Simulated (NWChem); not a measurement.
Molecule: MgNH$_{2}$F; SMILES [NH2][Mg][F]

```xyz
5

Mg     0.0000     0.0000    -0.0826
F      0.0000     0.0000    -1.8263
N      0.0000     0.0000     1.8037
H      0.0000    -0.8193     2.4010
H      0.0000     0.8193     2.4010
```
Atoms are numbered in this order, from 1.

Results from NWChem. Coordinates come from a B3LYP/6-31G* (spherical d) optimisation.

### Question
Among these, which level gives the lowest value of “dipole (D)”?
A) B3LYP/def2-QZVP
B) B3LYP/def2-SVPD
C) B3LYP/def2-TZVPP
D) B3LYP/def2-SVP

### Answer
A, B3LYP/def2-QZVP. Values: B3LYP/def2-QZVP 2.01; B3LYP/def2-SVPD 2.12; B3LYP/def2-TZVPP 2.12; B3LYP/def2-SVP 2.32
